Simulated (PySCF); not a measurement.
CH4SZn, SMILES C[S][ZnH].

Coordinates come from a PBE0-D3(BJ)/def2-SVP optimisation.

These are PBE0/def2-TZVPD (PySCF) values and carry that method's errors.

Symmetry labels are those of the subgroup Cs that the program uses (full group Cs).

Computed valence orbital energies around the gap with their symmetry:
```csv
orbital,symmetry,energy (eV)
HOMO−7,A',-14.71
HOMO−6,A",-14.68
HOMO−5,A',-12.04
HOMO−4,A",-11.93
HOMO−3,A',-10.26
HOMO−2,A',-9.39
HOMO−1,A',-7.71
HOMO,A",-6.69
LUMO,A',-0.98
LUMO+1,A",-0.52
LUMO+2,A',-0.21
LUMO+3,A',0.74
```
